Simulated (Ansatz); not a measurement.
A run on ClFH$_{4}$Si$_{3}$, SMILES `F[Si@H]1[SiH2][Si@@H]1Cl` with other settings.

```yaml
crystal:
  periodic: [false, false, false]
  atoms:
    - {symbol: F, position_ang: [-1.265761, -0.360081, 2.442421]}
    - {symbol: Si, position_ang: [-0.429296, 0.290544, 1.245033]}
    - {symbol: Si, position_ang: [1.244899, -0.600661, -0.109842]}
    - {symbol: Si, position_ang: [-0.791570, 0.194580, -1.007771]}
    - {symbol: Cl, position_ang: [-1.180158, 1.774161, -2.259398]}
    - {symbol: H, position_ang: [0.055374, 1.636797, 1.644173]}
    - {symbol: H, position_ang: [2.560320, 0.087727, -0.072965]}
    - {symbol: H, position_ang: [1.390174, -2.048515, -0.408635]}
    - {symbol: H, position_ang: [-1.495381, -1.020753, -1.490115]}
basis:
  gaussian: {orbitals: aug-cc-pVTZ}
hamiltonian: {xc: {name: wB97X-V}}
output: {forces: true}
```

```sh
$ ansatz run in.yaml --threads 4 --pin off --events-out ev --progress --plain --max-ram 10444MiB
```

Shortened log:

```
Functional definition: wB97X-V
1853 factors; their error is unknown
566 factors; integrals over basis functions are off by at most 2.1e-5 eV
mean field evaluation 1: about -38933.2861 eV, gradient 3.2e1 eV
mean field evaluation 2: about -38933.4669 eV, gradient 3.7e1 eV
mean field evaluation 4: about -38935.2204 eV, gradient 1.0e0 eV
mean field evaluation 8: about -38935.3219 eV, gradient 1.7e-1 eV
mean field evaluation 16: about -38935.3221 eV, gradient 7.3e-5 eV
mean field -38935.32205439 eV, -1430.8466941895 hartree, gradient 7.3e-5 eV, S^2 0.000000; 0 other end points of the search recorded, 0 dependent functions left out
reference -38935.32205045 eV, -1430.8466940447 hartree; 36, 36 occupied and 302, 302 virtual orbitals, 1853 factors
Total energy: -38935.32205045 eV, -1430.8466940447 hartree
Atom 0 at    -1.265761    -0.360081     2.442421 Å, force    -0.249175    -0.200431     0.325247 eV/Å
Atom 1 at    -0.429296     0.290544     1.245033 Å, force     0.270124     0.240985    -0.242757 eV/Å
Atom 2 at     1.244899    -0.600661    -0.109842 Å, force     0.040573    -0.024489    -0.031824 eV/Å
Atom 3 at    -0.791570     0.194580    -1.007771 Å, force     0.030517    -0.199943     0.025879 eV/Å
Atom 4 at    -1.180158     1.774161    -2.259398 Å, force    -0.025280     0.140756    -0.092915 eV/Å
Atom 5 at     0.055374     1.636797     1.644173 Å, force    -0.019092    -0.001826     0.009871 eV/Å
Atom 6 at     2.560320     0.087727    -0.072965 Å, force    -0.028810     0.003229    -0.012584 eV/Å
Atom 7 at     1.390174    -2.048515    -0.408635 Å, force    -0.003676     0.012643     0.021691 eV/Å
Atom 8 at    -1.495381    -1.020753    -1.490115 Å, force    -0.015181     0.029075    -0.002609 eV/Å
Dipole moment:     0.228398    -0.107234    -0.031047 e Å
```

It took 23 s on 4 threads of an Arm Neoverse V2 on a shared host, with 2 GiB of host memory at the peak.
